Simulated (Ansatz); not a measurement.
Input file for Ansatz (a first-principles code): R-B3LYP/def2-TZVPP on BH3Se2 (SMILES [SeH]B[SeH]), a point of a torsion scan.

Ansatz 0.2 input:
```yaml
crystal:
  periodic: [false, false, false]
  atoms:
    - {symbol: Se, position_ang: [-1.86975928, 0.01443820, -0.65650199]}
    - {symbol: B, position_ang: [0.03090445, 0.31977957, -0.36148093]}
    - {symbol: Se, position_ang: [1.29617890, -0.27087141, -1.62653907]}
    - {symbol: H, position_ang: [-2.07446009, -0.75115469, 0.54509786]}
    - {symbol: H, position_ang: [0.37796925, 0.70237349, 0.68799041]}
    - {symbol: H, position_ang: [2.49525555, 0.15013131, -0.93732307]}
basis:
  gaussian:
    orbitals: def2-TZVPP
hamiltonian:
  xc: {name: B3LYP}
scf: {lower_state_search: off}
```

Output:

```
WARN ansatz: RAYON_NUM_THREADS=1 ignored (pool sized by the plan → 1); use --threads N
Functional definition: B3LYP
these checks for a lower state are left out or cut short: stability, starts, cluster_reference, orbital_swaps, neighbouring_geometries, increment
integrals: 0.09 GiB planned
1164 factors; their error is unknown
mean field: 0.86 GiB planned
mean field evaluation 1: about -131424.7708 eV, gradient 2.8e1 eV
mean field evaluation 2: about -131422.8644 eV, gradient 3.6e1 eV
mean field evaluation 4: about -131426.8823 eV, gradient 9.8e-1 eV
mean field evaluation 8: about -131427.5351 eV, gradient 1.4e-1 eV
mean field evaluation 16: about -131427.5351 eV, gradient 6.8e-6 eV
mean field -131427.53513996 eV, -4829.8728316104 hartree, gradient 1.2e-6 eV, S^2 0.000000; 0 other end points of the search recorded, 0 dependent functions left out
reference -131427.53537802 eV, -4829.8728403590 hartree; 38, 38 occupied and 131, 131 virtual orbitals, 1164 factors
Total energy: -131427.53537802 eV, -4829.8728403590 hartree
Checks for a lower state left out: stability, starts, cluster_reference, orbital_swaps, neighbouring_geometries, increment
```

The calculation finished and met its thresholds.

Cost: roughly 6 core-seconds.
